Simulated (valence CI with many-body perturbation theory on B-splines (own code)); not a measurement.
## La36+: what the settings do

Calculated by configuration interaction combined with many-body perturbation theory (CI+MBPT): three valence electrons over a frozen Dirac-Fock core [Ar], a basis of 6 s, 6 p, 5 d, 5 f, 1 g functions for each j, with the one-electron correlation potential Σ1, the two-electron term Σ2, the three-electron term Σ3, Breit, model QED; selected CI, second order for the rest, scaled by the run's own slope (own B-spline code, finite nucleus).

The last digits are not significant, and no measured levels were compared; by estimate large intervals hold to a few tenths of a per cent, small ones and those within an open d or f shell to about a per cent. Only levels of the ground parity were solved; by the run's estimate the other parity begins above the list, which can be wrong where configurations are misplaced.

The reference run has the lowest level (3d3/2^3) J=3/2 and an ionisation energy of 2473.78 eV. Its largest variational space holds 2233 state functions.

Levels are named by their leading jj configuration (3d3/2^4 stands for four electrons in 3d with j = 3/2), which in mixed levels can hold well under half, so a name can repeat and another be missing. Letters in brackets count levels of one name in rising energy.

Changed runs:
A. Breit term on → off; highest l with Σ1, explicit Σ2 and valence Breit (higher l get mean screening factors) 3 → 1
B. orbitals per symmetry with explicit Σ2 and valence Breit (the others get mean screening factors) 5 → 7; natural orbitals for correlation on → off
C. hole-hole ladder in Σ2 on → off
D. scale of Σ1 1 → -1 (bad on purpose)

Excitation energies of the reference run in cm⁻¹, and shifts in cm⁻¹:

| Level | Reference | A | B | C | D |
| --- | --- | --- | --- | --- | --- |
| (3d3/2^2 3d5/2) J=5/2 [a] | 123743 | +2952 | -619 | -2612 | -1866 |
| (3d3/2^2 3d5/2) J=3/2 | 168189 | +3061 | +157 | +548 | -1800 |
| (3d3/2^2 3d5/2) J=7/2 | 173988 | +5974 | -275 | -2835 | -2134 |
| (3d3/2^2 3d5/2) J=9/2 | 185503 | +6551 | +3.6 | -3911 | -1998 |
| (3d3/2^2 3d5/2) J=1/2 | 194403 | +4294 | +312 | +1282 | -1947 |
| (3d3/2^2 3d5/2) J=5/2 [b] | 293858 | +4062 | +749 | +2768 | -2729 |
| (3d3/2 3d5/2^2) J=7/2 [a] | 305936 | +6991 | -232 | -2952 | -3715 |
| (3d3/2 3d5/2^2) J=9/2 | 324151 | +8648 | -326 | -4462 | -3908 |
| (3d3/2 3d5/2^2) J=3/2 [a] | 354456 | +6499 | +337 | +1904 | -3932 |
| (3d3/2 3d5/2^2) J=1/2 | 369775 | +8375 | +558 | +2151 | -3993 |
| (3d3/2 3d5/2^2) J=11/2 | 383110 | +9608 | +294 | -5692 | -3998 |
| (3d3/2 3d5/2^2) J=5/2 [a] | 400977 | +6515 | +904 | +1582 | -3759 |
| Ionisation energy (eV) | 2473.78 | -0.60 | -0.21 | -0.60 | -5.25 |
